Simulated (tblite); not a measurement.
Input of a run (GFN2-xTB geometry optimisation, gas phase (tblite 0.8.0)), started from a force field or distance geometry:
```
{"job": {"kind": "relax", "xc": "GFN2-xTB", "basis": "xTB"}, "charge": 0, "multiplicity": 1}
C      2.126500     1.518500    -0.149800
C      1.748300     0.291100    -0.499700
C      0.477100    -0.334000    -0.020200
C      0.740900    -1.838500    -0.089700
O      0.374100    -0.069000     1.335300
Si    -1.251600     0.159500     1.827500
O     -1.759000     1.428400     0.752300
C     -1.754700     0.871200    -0.479200
C     -0.691600    -0.080300    -0.862400
F     -0.212000     0.358900    -2.102300
H      3.048100     1.962400    -0.491500
H      1.475700     2.123200     0.491500
H      2.393200    -0.313200    -1.120800
H      1.815900    -2.006200     0.054700
H      0.478800    -2.108000    -1.128200
H      0.087300    -2.356700     0.643100
H     -1.369100     0.536100     3.226700
H     -1.945400    -1.104700     1.500900
H     -1.859000     1.700900    -1.214000
H     -2.746200     0.332700    -0.568500
H     -1.186100    -1.055200    -1.106100
```

Output (eV, eV/Å):
```
step      E/eV     max force
  0    -900.04760    3.497
  1    -900.61321    1.487
  2    -900.71908    1.422
  3    -900.77306    0.625
  4    -900.82182    0.592
  5    -900.87956    0.546
  6    -900.91996    0.645
  7    -900.96495    0.467
  8    -900.99493    0.370
  9    -901.02342    0.407
 10    -901.05060    0.441
 11    -901.07769    0.443
 12    -901.10347    0.383
 13    -901.12683    0.384
 14    -901.15034    0.430
 15    -901.18408    0.513
 16    -901.22027    0.477
 17    -901.24542    0.434
 18    -901.26730    0.360
 19    -901.28767    0.495
 20    -901.30826    0.565
 21    -901.33157    0.435
 22    -901.35481    0.414
 23    -901.38381    0.428
 24    -901.41644    0.537
 25    -901.44765    0.403
 26    -901.46678    0.348
 27    -901.47968    0.341
 28    -901.49499    0.395
 29    -901.51291    0.345
 30    -901.54333    0.341
 31    -901.55687    0.300
 32    -901.57400    0.237
 33    -901.58548    0.226
 34    -901.59525    0.265
 35    -901.60269    0.248
 36    -901.61073    0.216
 37    -901.62254    0.188
 38    -901.62846    0.184
 39    -901.63456    0.150
 40    -901.63680    0.098
 41    -901.63826    0.089
 42    -901.63966    0.076
 43    -901.64107    0.078
 44    -901.64228    0.085
 45    -901.64349    0.081
 46    -901.64497    0.103
 47    -901.64691    0.110
 48    -901.64917    0.105
 49    -901.65142    0.127
 50    -901.65368    0.139
 51    -901.65628    0.125
 52    -901.65942    0.149
 53    -901.66274    0.133
 54    -901.66549    0.111
 55    -901.66750    0.116
 56    -901.66930    0.102
 57    -901.67174    0.101
 58    -901.67504    0.130
 59    -901.67863    0.142
 60    -901.68163    0.165
 61    -901.68386    0.091
 62    -901.68568    0.085
 63    -901.68736    0.077
 64    -901.68859    0.073
 65    -901.68927    0.064
 66    -901.68989    0.059
 67    -901.69073    0.070
 68    -901.69182    0.091
 69    -901.69287    0.085
 70    -901.69375    0.072
 71    -901.69446    0.057
 72    -901.69515    0.050
 73    -901.69582    0.051
 74    -901.69640    0.063
 75    -901.69687    0.052
 76    -901.69727    0.052
 77    -901.69770    0.054
 78    -901.69820    0.056
 79    -901.69877    0.058
 80    -901.69937    0.063
 81    -901.69997    0.058
 82    -901.70061    0.063
 83    -901.70140    0.079
 84    -901.70238    0.066
 85    -901.70341    0.064
 86    -901.70414    0.051
 87    -901.70462    0.049
 88    -901.70505    0.051
 89    -901.70574    0.057
 90    -901.70673    0.076
 91    -901.70786    0.076
 92    -901.70873    0.065
 93    -901.70952    0.052
 94    -901.71046    0.064
 95    -901.71185    0.089
 96    -901.71318    0.085
 97    -901.71420    0.069
 98    -901.71494    0.078
 99    -901.71578    0.065
100    -901.71672    0.056
101    -901.71762    0.052
102    -901.71810    0.042
103    -901.71839    0.046
104    -901.71865    0.038
105    -901.71904    0.032
106    -901.71932    0.073
107    -901.71956    0.031
108    -901.71973    0.026
109    -901.71983    0.032
110    -901.71993    0.025
111    -901.72003    0.023
112    -901.72018    0.032
113    -901.72041    0.042
114    -901.72070    0.044
115    -901.72093    0.036
116    -901.72109    0.031
117    -901.72123    0.028
118    -901.72138    0.032
119    -901.72156    0.037
120    -901.72175    0.032
121    -901.72192    0.031
122    -901.72211    0.031
123    -901.72233    0.043
124    -901.72265    0.061
125    -901.72303    0.062
126    -901.72342    0.045
127    -901.72374    0.039
128    -901.72392    0.065
129    -901.72419    0.034
130    -901.72441    0.033
131    -901.72466    0.051
132    -901.72489    0.051
133    -901.72515    0.034
134    -901.72537    0.030
135    -901.72559    0.027
136    -901.72584    0.040
137    -901.72608    0.043
138    -901.72626    0.035
139    -901.72637    0.025
140    -901.72645    0.030
141    -901.72653    0.032
142    -901.72662    0.029
143    -901.72670    0.016
144    -901.72673    0.015
145    -901.72675    0.013
146    -901.72678    0.010
147    -901.72680    0.009
```

**Question.** Summarise the run.

**Answer.** The energy falls by 1.679 eV over 147 L-BFGS steps, the largest force on an atom goes from 3.50 to 0.009 eV/Å, and the atoms move by 0.795 Å rms after alignment. The bond that changes most is Si6–O7 (oxygen-bound silicon to silyl ether oxygen), which shortens by 0.104 Å. Bonds longer at the end by more than 0.005 Å: 6 of 21; shorter: 12. Among the angles that change most is Si6–O7–C8, from 105.2° to 121.8°. Among the dihedrals that turn most is Si6–O7–C8–H19, from -168° to -87°. The energy never rose by more than 1e-5 eV on the way. The first step brought 34 % of the lowering.

**Question.** What are the final bond lengths?

**Answer.** C1=C2 1.318 Å, C2–C3 1.509 Å, C3–C4 1.534 Å, C3–O5 1.406 Å, O5–Si6 1.627 Å, Si6–O7 1.635 Å, O7–C8 1.393 Å, C8–C9 1.526 Å, C9–F10 1.377 Å, C3–C9 1.543 Å, C1–H11 1.076 Å, C1–H12 1.077 Å, C2–H13 1.081 Å, C4–H14 1.087 Å, C4–H15 1.087 Å, C4–H16 1.087 Å, Si6–H17 1.458 Å, Si6–H18 1.454 Å, C8–H19 1.098 Å, C8–H20 1.096 Å, C9–H21 1.097 Å. Numbering counts from 1 in the input's order; the species is `C=C[C@@]1(C)O[SiH2]OC[C@H]1F`.

Its GFN2-xTB frequencies are all real (lowest 57 cm⁻¹). One conformer, not necessarily the lowest. 3 starts were optimised and ended at 0.00, 2.61 and 3.03 kcal/mol (GFN2-xTB); the lowest of these is shown.

These are computed values.
